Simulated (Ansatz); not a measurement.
Coupled-cluster diagnostics for Be(NH2)2 (BeN2H4), Ansatz.

Geometry of the singlet (r2SCAN-D4/def2-TZVP):

Cartesian coordinates in Å:
```
Be -0.0004 -0.0002 -0.0004
N -0.8667 1.1931 0.3315
H -1.4544 1.2765 1.1451
H -0.9448 2.0281 -0.2262
N 0.8664 -1.1932 -0.3318
H 0.5763 -1.9901 -0.8752
H 1.8236 -1.3141 -0.0430
```

Correlated methods freeze 2 core orbitals.

(1) Estimate the CCSD(T) correlation energy, the shares of MP2 and (T), T1 and the reference's ⟨S²⟩ for: charge 0, singlet, own geometry in def2-TZVPP; charge 0, singlet, own geometry in def2-TZVPD; charge 1, doublet, vertical in def2-TZVPP; charge -1, doublet, vertical in def2-TZVPD; and the rough time on 4 threads of Arm Neoverse V1 on a shared host.

Answers

(1) 
| state | basis | correlation (eV) | MP2 share (%) | (T) share (%) | T1 | ⟨S²⟩ (pure) | wall time | remarks |
| --- | --- | --- | --- | --- | --- | --- | --- | --- |
| charge 0, singlet, own geometry | def2-TZVPP | -14.918 | 92.8 | 3.2 | 0.009 | 0.00 (0.00) | 5.5 s | – |
| charge 0, singlet, own geometry | def2-TZVPD | -14.749 | 92.6 | 3.3 | 0.010 | 0.00 (0.00) | 4.8 s | – |
| charge 1, doublet, vertical | def2-TZVPP | -13.437 | 91.0 | 2.9 | 0.010 | 0.76 (0.75) | 21 s | – |
| charge -1, doublet, vertical | def2-TZVPD | -15.156 | 92.3 | 3.6 | 0.019 | 0.75 (0.75) | 22 s | HOMO above zero |
Customary marks for T1 are 0.02 (closed shells), 0.045 (open shells) and about 0.05 (3d metals). T1 stays under 0.02 throughout.
